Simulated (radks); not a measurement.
Charge is removed step by step from the 4s down level of Se+, starting from [Ar] 3d10 4s(up 1, down 1) 4p3. Method: scalar-relativistic Kohn-Sham, PBE, spin-polarised, spherical densities, finite nucleus; open shells are filled with parallel spins first; Fermi nuclear charge, rms radius 4.14 fm; computed with a radial shooting solver on a logarithmic mesh with Libxc functionals.

removed (e)	E - E(0) (eV)	eigenvalue (eV)	E minus straight line (eV)
0	0.000	-25.061	0.000
0.25	6.581	-27.601	-0.985
0.5	13.805	-30.215	-1.327
0.75	21.695	-32.928	-1.003
1	30.263	-35.455	0.000

Removing the whole electron costs 30.263 eV by Delta-SCF, against 25.061 eV from minus the eigenvalue at the starting occupation. Slater's transition state (half an electron removed) gives 30.215 eV. Integrating minus the eigenvalue over the occupation (Janak's theorem) gives 30.255 eV. In this scalar-relativistic scheme the density is built from large components alone, so the theorem holds only approximately. The mean slope of the eigenvalue, de/dn, is 10.4 eV per electron.
